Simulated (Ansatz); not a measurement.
Reaction (formal loss of a carbene): `N[SiH](F)CF` → `[CH]F` + `N[SiH2]F`

Gas-phase electronic energies from Ansatz, PBE0-D4/def2-TZVP geometries. CCSD(T)/CBS adds triple-zeta CCSD(T) − MP2 to the extrapolated MP2 energy (def2 sets, frozen cores). This one scheme is used for every species. Functionals use def2-TZVPP. HSE06 is defined as in plane-wave codes. Each species was taken in one conformer, which may not be the lowest.

(1) Is it downhill or uphill in electronic energy at CCSD(T)/CBS, and by how much? (Best estimate.)

(2) What do these levels give: B97M-V, HSE06-D4, PBE, r2SCANh, RPA@PBE/def2-TZVPP, HF/def2-TZVPP? (Estimate.)

Largest T1 diagnostic among the species: 0.018.

Answers

(1) Ansatz gave: Uphill: ΔE = +91.6 kcal/mol.

(2) Ansatz gave: B97M-V 92.5, HSE06-D4 97.5, PBE 94.2, r2SCANh 97.0, RPA@PBE/def2-TZVPP 83.2, HF/def2-TZVPP 79.9 kcal/mol.

From r2SCAN to r2SCAN0 (25 % exact exchange), in def2-TZVPP and without D4, ΔE moves by +0.8 kcal/mol. At CCSD(T), def2-SVP lies −3.4 kcal/mol from the extrapolated value and def2-TZVPP −1.8 kcal/mol.
